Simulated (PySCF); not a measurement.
Compound: C6H11BS.
Atom-mapped SMILES: `[CH3:1][S:2][CH:3]=[C:4]=[CH:5][B:6]([CH3:7])[CH3:8]` (hydrogens: H9, H10, H11 on C1; H12 on C3; H13 on C5; H14, H15, H16 on C7; H17, H18, H19 on C8)

The calculation used PySCF 2.14.0, PBE0-D3(BJ)/def2-SVP geometry optimisation, gas phase.

(1) Give the optimised bond lengths and angles.

## Answers

(1) 
```csv
bond,length (bohr),order
C1–S2,3.401,single
S2–C3,3.328,single
C3=C4,2.476,double
C4=C5,2.494,double
C5–B6,2.959,single
"B6–C7, B6–C8",2.970,single
"C1–H9, C1–H10, C1–H11",2.078,single
C3–H12,2.072,single
C5–H13,2.080,single
C7–H14 and 5 like bonds,2.085,single
```

Bonds in one row agree within 0.02 bohr and their mean is given. Orders are formal, as drawn. A selection of angles:
```csv
angle,degrees
C1–S2–C3,100.9
S2–C3–C4,126.9
C3–C4–C5,176.7
C4–C5–B6,121.9
C5–B6–C7,118.8
C5–B6–C8,120.7
C7–B6–C8,120.5
```

Torsions: C1–S2–C3–C4 4° (synperiplanar); C4–C5–B6–C7 -174° (antiperiplanar). The mirror-image conformer, all signs reversed, is as good.

Of the pairs four or more bonds apart, C4···H18 is among the closest relative to their van der Waals radii: 2.73 Å, 94 % of the sum of Bondi's values. B6 (three-coordinate boron) is planar (angles 120.7°, 120.5° and 118.8°, sum 360.0°, 0.00 Å off the plane of its three neighbours). The 2 C–S bonds span 1.761 Å (S2–C3, drawn single) to 1.799 Å (C1–S2, drawn single), a spread of 0.038 Å.

Point group: C1 (no symmetry element, even within 0.4 Å). Whether it is a minimum is left open (no frequencies). One conformer, not necessarily the lowest.

The run took 1.8 min of wall time on one thread of an Arm Neoverse V1, no GPU, shared host with 64 logical CPUs at a one-minute load of 23, and the process peaked at 0.86 GiB of memory. That covers the optimisation of the geometry.
